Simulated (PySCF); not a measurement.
# C6H13S: g tensor and hyperfine couplings

Species: C₆H₁₃S (doublet state).
Z-matrix (Å and degrees, GFN2-xTB geometry), rows numbered from 1:
```
C 
C   1  1.4254
S   2  1.9435  1  109.58
C   3  1.8345  2  104.36  1    94.22
C   4  1.5213  3  111.05  2    67.51
C   4  1.5251  3  112.90  2   -59.86
C   6  1.5226  4  112.70  3   -58.65
H   1  1.0738  2  120.01  3    80.13
H   1  1.0741  2  121.17  3   -85.83
H   2  1.0861  1  114.41  3  -112.08
H   2  1.0850  1  115.44  3   116.26
H   4  1.0946  3  101.23  2  -176.48
H   5  1.0885  4  111.15  3   -70.99
H   5  1.0886  4  109.98  3   169.47
H   5  1.0874  4  110.39  3    49.59
H   6  1.0921  4  109.35  3    63.90
H   6  1.0937  4  107.79  3  -179.60
H   7  1.0876  6  110.39  4    59.33
H   7  1.0879  6  110.48  4   -60.39
H   7  1.0874  6  110.41  4   179.49
```

The hyperfine couplings belong to this conformer and change with its torsions.

Identity: `[CH2]CS[C@H](C)CC` [radical].

Theory: UKS B3LYP, pcH-1 on C H S, non-relativistic, mean-field spin-orbit, GIAO in PySCF. Isolated species at its GFN2-xTB geometry (one conformer only). Couplings are sensitive to structure, and on GFN2-xTB geometries they can be far from those on DFT ones. No stability test was run, so a lower SCF solution isn't excluded.

- g1, g2, g3: 2.00147, 2.00237, 2.00477
- g_iso: 2.00287
- Form of g: rhombic: the two nearest values differ by 27 % of g3 − g1
- ⟨S²⟩: 0.7567 (exact 0.7500)
- α and β electrons: 33, 32
- HOMO–LUMO gap, α and β orbitals: 6.17, 4.01 eV
- Basis functions: 315

Hyperfine couplings atom by atom, in G; T1 to T3 are the principal values of the dipolar part; ρ(0) is the spin density at the nucleus (MHz turned into gauss with g_iso; 10 G = 1 mT):

| atom | isotope | a_iso | of which spin–orbit | T1 | T2 | T3 | Mulliken spin population | ρ(0) (bohr⁻³) |
| --- | --- | --- | --- | --- | --- | --- | --- | --- |
| C1 | 13C | 29.0 | 0.0 | -26.8 | -26.3 | 53.1 | 0.96 | 0.0724 |
| C2 | 13C | -9.5 | 0.0 | -2.7 | 0.4 | 2.3 | -0.11 | -0.0238 |
| S3 | 33S | 11.2 | 0.1 | -8.9 | -8.0 | 16.9 | 0.20 | 0.0907 |
| C4 | 13C | -1.0 | 0.0 | -0.3 | -0.2 | 0.6 | 0.00 | -0.0024 |
| C5 | 13C | 0.1 | 0.0 | -0.1 | -0.1 | 0.2 | 0.00 | 0.0001 |
| C6 | 13C | 0.7 | 0.0 | -0.4 | 0.1 | 0.3 | 0.00 | 0.0017 |
| C7 | 13C | 0.0 | 0.0 | -0.2 | -0.1 | 0.3 | 0.00 | 0.0001 |
| H8 | 1H | -19.7 | 0.0 | -12.6 | -0.3 | 12.9 | -0.04 | -0.0124 |
| H9 | 1H | -19.7 | 0.0 | -12.7 | -0.3 | 13.0 | -0.04 | -0.0123 |
| H10 | 1H | 10.3 | 0.0 | -1.9 | -1.0 | 2.9 | 0.01 | 0.0064 |
| H11 | 1H | 9.6 | 0.0 | -1.8 | -1.0 | 2.8 | 0.01 | 0.0060 |
| H12 | 1H | 5.8 | 0.0 | -0.7 | -0.2 | 0.9 | 0.01 | 0.0036 |
| H13 | 1H | 0.1 | 0.0 | -0.5 | -0.2 | 0.7 | 0.00 | 0.0001 |
| H14 | 1H | 0.4 | 0.0 | -0.3 | -0.2 | 0.4 | 0.00 | 0.0002 |
| H15 | 1H | 0.0 | 0.0 | -0.4 | -0.2 | 0.6 | 0.00 | 0.0000 |
| H16 | 1H | 0.4 | 0.0 | -1.0 | -0.6 | 1.6 | 0.00 | 0.0002 |
| H17 | 1H | -0.3 | 0.0 | -0.4 | -0.2 | 0.6 | 0.00 | -0.0002 |
| H18 | 1H | 0.3 | 0.0 | -1.1 | -0.8 | 1.9 | 0.00 | 0.0002 |
| H19 | 1H | 0.1 | 0.0 | -0.3 | -0.2 | 0.6 | 0.00 | 0.0000 |
| H20 | 1H | 0.0 | 0.0 | -0.4 | -0.3 | 0.7 | 0.00 | 0.0000 |

Largest spin populations (Mulliken): C1 (+0.96), S3 (+0.20) and C2 (-0.11). The angles at C1 add up to 358.6°, so it is planar; its axial dipolar tensor and the negative couplings of its protons fit spin in a p orbital normal to that plane.

Under fast tumbling the dipolar parts average out, and these isotropic splittings remain: 1 × 1H (H8, I = 1/2, 2 lines) with 1.97 mT, 1 × 1H (H9, I = 1/2, 2 lines) with 1.97 mT, 1 × 1H (H10, I = 1/2, 2 lines) with 1.03 mT, 1 × 1H (H11, I = 1/2, 2 lines) with 0.96 mT, 1 × 1H (H12, I = 1/2, 2 lines) with 0.58 mT and 1 × 1H (H16, I = 1/2, 2 lines) with 0.04 mT.

H8 and H9 aren't averaged: C1 is flat or nearly so (angle sum 359°), and its turn about the short C1–C2 bond (1.43 Å) is taken as slow.

The 13C coupling of C1 (81.4 MHz) shows only in satellite lines or after enrichment, since that isotope makes up about 1.07 % of natural carbon.

The 33S coupling of S3 (31.4 MHz) shows only in satellite lines or after enrichment, since that isotope makes up about 0.76 % of natural sulfur.
